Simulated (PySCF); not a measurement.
# Tin: a sound run and one with changed settings

Sound run: Sn⁺ [Kr] 4d10 5s2 5p1, Sn²⁺ [Kr] 4d10 5s2. Calculation: PySCF 2.14, in def2-SVP with the def2 core potential (28 electrons) (4s4p2d, 26 functions); a scalar-relativistic core potential. In the sound run the correlated levels freeze 4s2 4p6 4d10 outside the core potential. The sound run starts from symmetry-adapted Hartree-Fock orbitals and uses a fine grid where one is needed.

Changed run: all electrons correlated in a basis built for the valence shell.

| species | method | sound run (hartree) | changed run (hartree) | converged |
| --- | --- | --- | --- | --- |
| Sn⁺ | MP2 | -213.11102 | -213.14726 | yes |
| Sn²⁺ | MP2 | -212.60197 | -212.63570 | yes |

Ionisation energy of Sn⁺:

| method | sound run (eV) | changed run (eV) |
| --- | --- | --- |
| UHF | 13.718 | 13.718 |
| MP2 | 13.852 | 13.920 |
| SCS-MP2 | 13.835 | 13.875 |

A valence basis has no tight correlating functions, so it recovers only part of the core correlation, and not evenly between atom and ion.

For comparison, NIST gives 14.633 eV between the lowest levels.
